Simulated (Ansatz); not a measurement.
Reactions of AlFH₅NOSi (`[NH2][Al]([F])[O][SiH3]`).

Program: Ansatz. Geometries: PBE0-D4/def2-TZVP. ΔE: electronic, gas phase. CBS: MP2 limit from def2 TZ/QZ plus the TZ coupled-cluster correction, frozen cores. This one scheme is used for every species, atoms too. DFT in def2-TZVPP. B3LYP here is the variant with VWN-RPA as its local correlation; programs differ in this. Open shells (•) are unrestricted, without spin–orbit coupling. Spin–orbit coupling would lower the free atoms: a little for F. Bonds to Br are less sure, by a few kJ/mol each and by 10 to 20 or more in all where they break to atoms, as the def2 sets lack core-valence functions. Scalar relativity is left out up to krypton. One conformer a species, not always the lowest.

```json
{"reaction": "`[NH2][Al]([F])[O][SiH3]` → `[NH2][Al][O][SiH3]`• + F•", "B3LYP-D4 (kcal/mol)": "156.6", "CCSD(T)/def2-SVP (kcal/mol)": "151.7", "MP2/CBS(def2) (kcal/mol)": "169.3", "r2SCAN-D4 (kcal/mol)": "156.3", "CCSD(T)/CBS(def2) (kcal/mol)": "162.4"}
{"reaction": "`[NH2][Al]([F])[O][SiH3]` → `[NH2][Al]([OH])[F]` + `[SiH2]`", "B3LYP-D4 (kcal/mol)": "82.7", "CCSD(T)/def2-SVP (kcal/mol)": "79.9", "MP2/CBS(def2) (kcal/mol)": "88.1", "r2SCAN-D4 (kcal/mol)": "87.6", "CCSD(T)/CBS(def2) (kcal/mol)": "83.2"}
{"reaction": "`[NH2][Al]([F])[O][SiH3]` + H₂S → `[F][Al]([SH])[O][SiH3]` + NH₃", "B3LYP-D4 (kcal/mol)": "-4.2", "CCSD(T)/def2-SVP (kcal/mol)": "-3.5", "MP2/CBS(def2) (kcal/mol)": "-5.2", "r2SCAN-D4 (kcal/mol)": "-5.3", "CCSD(T)/CBS(def2) (kcal/mol)": "-4.9"}
{"reaction": "`[NH2][Al]([F])[O][SiH3]` + HBr → `[NH2][Al]([F])[Br]` + `O[SiH3]`", "B3LYP-D4 (kcal/mol)": "0.7", "CCSD(T)/def2-SVP (kcal/mol)": "1.9", "MP2/CBS(def2) (kcal/mol)": "-1.4", "r2SCAN-D4 (kcal/mol)": "-0.9", "CCSD(T)/CBS(def2) (kcal/mol)": "-0.6"}
```

Largest T1 diagnostic: 0.014, for `[SiH2]`.
